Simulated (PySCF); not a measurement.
Species: Sn(vinyl)3F, C₆H₉FSn.
Geometry (PBE0-D3(BJ)/def2-SVP, Å), atoms numbered from 1 in this order:
```
atom  x, y, z in Å
Sn1    0.137    0.192    0.088
C2    -0.263   -0.069    2.164
C3    -1.020   -1.094    2.567
H4     0.140    0.637    2.900
H5    -1.438   -1.815    1.856
H6    -1.254   -1.257    3.626
C7     2.140   -0.168   -0.540
C8     2.397   -1.257   -1.270
H9     2.949    0.520   -0.271
H10    1.604   -1.960   -1.550
H11    3.410   -1.494   -1.618
C12   -0.881    1.816   -0.841
C13   -1.901    1.556   -1.663
H14   -0.582    2.853   -0.645
H15   -2.220    0.529   -1.875
H16   -2.462    2.357   -2.160
F17   -0.786   -1.345   -0.708
```

Computed with PBE0-D3(BJ)/def2-SVP geometry optimisation, gas phase, def2 core potentials past Kr in PySCF.

Problem. Which atoms are bound to Sn1, and at what distances?

Solution. 4 atoms: F17 1.961 Å, C12 2.129 Å, C7 2.129 Å, C2 2.130 Å. The nearest atom not counted as bound is H4, at 2.85 Å (others tie with it).

Problem. List the angles at Sn1.

Solution. 
```csv
angle,degrees,distance of the outer atoms (Å)
C7–Sn1–C12,116.7,3.63
C2–Sn1–C7,116.3,3.62
C2–Sn1–C12,115.4,3.60
C2–Sn1–F17,102.2,3.19
C12–Sn1–F17,101.3,3.16
C7–Sn1–F17,101.0,3.16
```

Problem. What is the shape at Sn1?

Solution. Distorted tetrahedral: angles from 101.0° to 116.7°; τ4 = (360° − α − β)/141° = 0.90 with α and β the two widest (0 for a square, 1 for a tetrahedron).

Problem. What are the other bond lengths?

Solution. C2–C3, C7–C8, C12–C13 1.336 Å; C2–H4, C7–H9, C12–H14 1.097 Å; C3–H5, C8–H10, C13–H15 1.096 Å; C3–H6 1.097 Å; C8–H11 1.097 Å; C13–H16 1.097 Å.

Problem. Give some angles away from the centre.

Solution. Sn1–C2–C3 119.7°.

Point group: near C3v, missed by 0.16 Å at most; the miss may be what the optimiser left on a soft mode (Cs holds within 0.08 Å). Charge 0, singlet. Stationary, but not proved a minimum.

On Arm Neoverse V2, one thread, shared host with 192 logical CPUs at a one-minute load of 91, this took 7.6 min of wall time and 0.69 GiB of memory at its peak. These figures are those of the optimisation.

One conformer stands for the species.
